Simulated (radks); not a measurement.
Values are calculated unless marked as measured or tabulated.
The scandium ion Sc20+, configuration 1s1.

Level of theory: Dirac Kohn-Sham, relativistic LDA (MacDonald-Vosko exchange, VWN5 correlation), spin-unpolarised, spherical densities, finite nucleus; Fermi nuclear charge, rms radius 3.5459 fm (a radial shooting solver on a logarithmic mesh with Libxc functionals).

Energy parts (eV):
total: -5979.139
kinetic: 6042.916
electron-nucleus: -12078.450
Hartree: 179.021
exchange-correlation: -122.626

Orbitals (lengths in bohr, moments of r in powers of bohr; r(max) is where P^2 peaks; r(90%) holds 90 % of the orbital's charge):
orbital,occ.,eigenvalue (eV),r(90%),<r^2>,r(max),<r>
1s1/2,1,-5838.573,0.127,0.006806,0.04725,0.07134

The highest occupied level is 1s1/2 at -5838.6 eV. For comparison, the ionisation energy in NIST's Atomic Spectra Database is 6033.8 eV (theoretical). In exact Kohn-Sham theory the highest level is minus the ionisation energy, but local and semilocal functionals leave it too shallow, through self-interaction and a potential that decays too fast; potentials with the right tail come closer. Summed over all electrons, <r^2> = 0.006806 bohr^2, which gives a Langevin (diamagnetic) susceptibility term of -0.00539 x 10^-6 cm^3/mol. The density falls to 0.001 e/bohr^3 at r = 0.36 bohr. The electron density at the nucleus is 3413 e/bohr^3.

Beside tabulated values, note that spin-unpolarised runs miss the spin-polarisation part of the exchange energy of open shells.
